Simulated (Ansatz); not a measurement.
Steps of a relaxation of `OB1CS1` with RKS PBE0-D4/def2-TZVP.

```sh
$ ansatz run in.yaml --threads 2 --pin off --events-out ev --progress --plain --max-ram 4352MiB
```

```yaml
crystal:
  periodic: [false, false, false]
  atoms:
    - {symbol: O, position_ang: [-1.367237, 0.663653, -1.033898]}
    - {symbol: B, position_ang: [-0.445645, -0.109404, -0.420148]}
    - {symbol: C, position_ang: [0.731769, -0.226791, 0.568256]}
    - {symbol: S, position_ang: [0.108107, -1.790666, -0.349335]}
    - {symbol: H, position_ang: [-1.305928, 1.597400, -0.760381]}
    - {symbol: H, position_ang: [0.578789, -0.265151, 1.662281]}
    - {symbol: H, position_ang: [1.761446, 0.062859, 0.287525]}
basis:
  gaussian: {orbitals: def2-TZVP}
hamiltonian: {xc: pbe0, dispersion: d4}
relax: {f_tol: 0.005, max_steps: 150}
```

Positions (Å) and forces (eV/Å) along the path, 7 of 7 steps:

```xyz
7
step=1 energy=-14639.6046 eV
O    -1.367    0.664   -1.034    0.417    0.419    0.462
B    -0.446   -0.109   -0.420    0.037   -0.179   -0.028
C     0.732   -0.227    0.568    0.131   -0.099    0.052
S     0.108   -1.791   -0.349    0.036    0.686    0.215
H    -1.306    1.597   -0.760   -0.069   -0.636   -0.205
H     0.579   -0.265    1.662    0.042   -0.013   -0.618
H     1.761    0.063    0.288   -0.595   -0.177    0.122
7
step=2 energy=-14639.6319 eV
O    -1.358    0.664   -1.027    0.190    0.118    0.191
B    -0.441   -0.107   -0.418   -0.013   -0.172   -0.043
C     0.729   -0.223    0.565    0.022   -0.161   -0.033
S     0.112   -1.780   -0.340    0.017    0.382    0.103
H    -1.301    1.588   -0.756   -0.045   -0.161   -0.077
H     0.575   -0.268    1.645    0.001    0.025   -0.175
H     1.746    0.059    0.286   -0.172   -0.031    0.033
7
step=3 energy=-14639.6373 eV
O    -1.351    0.664   -1.020    0.021    0.008    0.023
B    -0.439   -0.111   -0.417   -0.031   -0.064   -0.051
C     0.728   -0.230    0.562   -0.027   -0.052   -0.040
S     0.116   -1.775   -0.337    0.025    0.077    0.047
H    -1.295    1.584   -0.751   -0.023    0.037   -0.011
H     0.567   -0.261    1.635    0.000   -0.011    0.037
H     1.736    0.061    0.283    0.036    0.006   -0.005
7
step=4 energy=-14639.6377 eV
O    -1.352    0.665   -1.021    0.021    0.013    0.020
B    -0.440   -0.111   -0.418   -0.032   -0.018   -0.028
C     0.728   -0.231    0.562    0.016   -0.014    0.011
S     0.118   -1.771   -0.333   -0.001   -0.011   -0.006
H    -1.297    1.586   -0.753   -0.014    0.009   -0.010
H     0.568   -0.265    1.636    0.003    0.012    0.008
H     1.737    0.059    0.283    0.008    0.010    0.005
7
step=5 energy=-14639.6378 eV
O    -1.351    0.665   -1.020    0.014    0.006    0.014
B    -0.440   -0.112   -0.419   -0.014   -0.002   -0.011
C     0.728   -0.232    0.561    0.003    0.007    0.004
S     0.118   -1.772   -0.334    0.001   -0.011   -0.002
H    -1.298    1.587   -0.753   -0.008    0.001   -0.006
H     0.568   -0.263    1.636    0.001    0.001    0.001
H     1.737    0.060    0.283    0.001    0.000    0.002
7
step=6 energy=-14639.6378 eV
O    -1.351    0.665   -1.020   -0.004    0.009   -0.001
B    -0.440   -0.112   -0.419    0.006   -0.006    0.003
C     0.728   -0.232    0.562   -0.003    0.000   -0.002
S     0.118   -1.773   -0.334   -0.001    0.002   -0.001
H    -1.299    1.588   -0.754    0.000   -0.006   -0.002
H     0.568   -0.264    1.636    0.001    0.000    0.001
H     1.737    0.060    0.283    0.001    0.000    0.001
7
step=7 energy=-14639.6378 eV
O    -1.351    0.665   -1.019    0.001   -0.001    0.001
B    -0.440   -0.112   -0.419   -0.002    0.001   -0.001
C     0.728   -0.232    0.562    0.000    0.000    0.000
S     0.118   -1.773   -0.334    0.000    0.001    0.000
H    -1.299    1.588   -0.754    0.000   -0.001    0.000
H     0.568   -0.264    1.636    0.000    0.000    0.000
H     1.737    0.060    0.283    0.000    0.000    0.000
```

It took 22 s on 2 threads of an Arm Neoverse V1 on a shared host, with 0.28 GiB of host memory at the peak.
